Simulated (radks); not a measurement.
The numbers below are computed, except where a source is named.
Task: All-electron atom: the samarium ion Sm2+ in [Xe] 4f6. Level of theory: Dirac Kohn-Sham, LDA (Slater exchange, Perdew-Zunger correlation), spin-unpolarised, spherical densities, point nucleus; open shells are shared between the two j in proportion to 2j + 1 (a radial shooting solver on a logarithmic mesh with Libxc functionals). Some entries of the table are withheld. Estimate them.

orbital     occ.  eigenvalue (eV)  <r^2> (bohr^2)  <1/r> (bohr^-1)
1s1/2          2        -46602.14       0.0007057            68.78
2s1/2          2        -7623.892         0.01106            16.34
2p1/2          2        -7229.730        0.008054            16.33
2p3/2          4        -6627.584        0.009296            14.55
3s1/2          2        -1680.149         0.07434            5.937
3p1/2          2        -1510.221         0.06945            5.856
3p3/2          4        -1388.348         0.07668            5.408
3d3/2          4        -1092.667         0.06163            5.285
3d5/2          6        -1066.170         0.06366            5.172
4s1/2          2        -344.0054          0.3793            2.479
4p1/2          2        -278.8832             (1)            2.373
4p3/2          4        -251.9751             (2)            2.220
4d3/2          4              (3)          0.5142              (4)
4d5/2          6              (5)          0.5304              (6)
5s1/2          2         -56.7940             (7)           0.9469
5p1/2          2              (8)           2.847           0.8318
5p3/2          4              (9)           3.191           0.7781
4f5/2    2.57143         -16.2941           1.302            1.376
4f7/2    3.42857         -15.7466           1.351            1.358

Result: 
(1) 4p1/2 <r^2> (bohr^2): 0.4011
(2) 4p3/2 <r^2> (bohr^2): 0.4414
(3) 4d3/2 eigenvalue (eV): -144.6554
(4) 4d3/2 <1/r> (bohr^-1): 2.000
(5) 4d5/2 eigenvalue (eV): -139.8515
(6) 4d5/2 <1/r> (bohr^-1): 1.962
(7) 5s1/2 <r^2> (bohr^2): 2.229
(8) 5p1/2 eigenvalue (eV): -39.2449
(9) 5p3/2 eigenvalue (eV): -35.6268
